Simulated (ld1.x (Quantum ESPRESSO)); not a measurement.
antimony (Sb), TM: configuration errors across variants

antimony, norm-conserving Troullier–Martins (Kleinman–Bylander form), made with ld1.x (Quantum ESPRESSO) 7.5 (PBE, scalar-relativistic). Core [Kr], reference 4d10 5s2 5p1.5 (charge +1.5). Waves: 5p (bound): rc 1.65 bohr; 4d (bound): rc 1.20 bohr; 5s (bound): rc 1.50 bohr. Local part: the s channel. Core correction: a·sin(br)/r model core, default radius (core density twice the valence density).

All-electron excitation energies from the reference (eV): (1) 4d10 5s2 5p3 -15.290; (2) 4d10 5s2 5p2 -6.973; (3) 4d10 5s2 5p1 8.995; (4) 4d10 5s0 5p5 1.141; (5) 4d10 5s2 5p2.5 -12.028; (6) 4d10 5s1 5p3 1.760; (7) 4d10 5s1 5p4 -7.178.

1 further variants failed, have other tests or too few solved ones, and are left out.

A true bound ghost makes a file unfit for plane-wave use even where its test errors are small: the radial tests pick states by their node count and pass the ghost by.

Errors AE − PS in meV (a dash: test not solved or not reliable):

| change | (1) | (2) | (3) | (4) | (5) | (6) | (7) | bound ghosts |
| --- | --- | --- | --- | --- | --- | --- | --- | --- |
| base | +7.3 | +2.2 | -1.4 | -3.6 | +4.9 | -0.5 | +2.4 | p |
| wave 5s (bound): rc 1.50 bohr becomes 5s (bound): rc 1.24 bohr | +6.1 | +2.3 | -0.8 | -142 | +4.7 | -15 | -30 | p, s (extra level of the local part) |
| wave 5s (bound): rc 1.50 bohr becomes 5s (bound): rc 1.42 bohr | +6.7 | +2.3 | -1.2 | -14 | +4.7 | -2.8 | -1.3 | p |
| wave 5s (bound): rc 1.50 bohr becomes 5s (bound): rc 1.58 bohr | +7.9 | +2.2 | -1.5 | -4.8 | +5.1 | -0.9 | +2.9 | p |
| wave 5s (bound): rc 1.50 bohr becomes 5s (bound): rc 1.84 bohr | +7.7 | +2.2 | -1.7 | -7.4 | +4.9 | -1.7 | +2.4 | p |
| wave 5s (bound): rc 1.50 bohr becomes 5s (bound): rc 1.96 bohr | +7.7 | +2.2 | -1.7 | -7.4 | +4.9 | -1.7 | +2.4 | p |

Task: Give the same row for: wave 5s (bound): rc 1.50 bohr becomes 5s (bound): rc 2.26 bohr.

Result: +9.0, +2.4, -1.3, -16, +5.7, -4.0, +0.7; bound ghosts: p.
